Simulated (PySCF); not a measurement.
C₄H₁₀OSi, SMILES C/C=C/OC[SiH3]. Atoms are numbered in the order given.

```xyz
16

C      3.6176    -0.3611    -0.4145
C      2.2798    -0.3209     0.2446
C      1.1413    -0.0509    -0.3986
O     -0.0579    -0.0079     0.2269
C     -1.1831     0.2087    -0.5907
Si    -2.7254     0.2401     0.5132
H      4.0973    -1.3480    -0.3004
H      4.3103     0.3763     0.0257
H      3.5463    -0.1482    -1.4922
H      2.2183    -0.5206     1.3200
H      1.1192     0.1586    -1.4776
H     -1.1028     1.1668    -1.1420
H     -1.2890    -0.5893    -1.3522
H     -2.8761    -1.0639     1.2220
H     -3.9177     0.4715    -0.3594
H     -2.6200     1.3439     1.5113
```
Charge 0, spin multiplicity 1.

Geometry: PBE0-D3(BJ)/def2-SVP. The structure was generated by enumeration; whether it is a known compound was not checked. The values are those of a single conformer.

Level of theory: SMD-ωB97X/6-31G* (PySCF).

Solvation free energies are E(SMD) − E(gas) at the gas-phase geometry, for 1 M in both phases. In vacuum the dipole moment is 1.48 D.

Rank water, ethanol, dimethylsulfoxide by solvation free energy, most negative first.

ethanol (-3.9 kcal/mol), dimethylsulfoxide (-2.5 kcal/mol), water (0.3 kcal/mol)
